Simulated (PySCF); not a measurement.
B(F)(Br)(OH) (BBrFHO), SMILES OB(F)Br. Geometry optimised at ωB97X-D3(BJ)/def2-SVP. Other conformers were not sampled.

Computed equilibrium geometry at ωB97X-D3(BJ)/def2-SVP (PySCF confirms it by a frequency run) as a Z-matrix, and its point group (one conformer of several):
point group Cs.
```
B
F 1 1.3315
O 1 1.3436 2 121.33
H 3 0.9662 1 112.78 2 0.00
Br 1 1.9119 2 118.95 3 180.00
```
Charge 0, spin multiplicity 1.
